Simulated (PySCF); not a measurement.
## Hg⁺: excitation energy

Hg⁺ [Xe] 4f14 5d10 6s1 (2S) → Hg⁺ [Xe] 4f14 5d10 6p1 (2P), as a difference of total energies. Calculation: PySCF 2.14, in x2c-TZVPPall (11s7p7d3f1g, 97 functions); scalar relativity by spin-free X2C-1e. Correlated levels: valence: [Xe] 4f14 frozen; valence and next inner shell: [Kr] 4d10 4f14 frozen. The calculations carry no spin-orbit coupling.

```
                                method  excitation energy (eV)
                                   UHF                   6.541
                                   LDA                   7.283
                                   PBE                   7.101
                                  PBE0                   7.026
                                r2SCAN                   7.172
                         MP2 (valence)                   7.182
                     SCS-MP2 (valence)                   7.125
    MP2 (valence and next inner shell)                   7.283
SCS-MP2 (valence and next inner shell)                   7.187
```

Q: How much does correlation contribute at MP2 (valence and next inner shell)?

A: 7.283 − (6.541) = 0.742 eV, measured against UHF.

Errors of the correlated levels include the incompleteness of this basis and the frozen core.

The basis was made for the ground configuration and has no added diffuse functions, so the excitation energy can come out too high.

For comparison: 7.137 eV (measured; NIST levels, between the centres of gravity of the two terms).
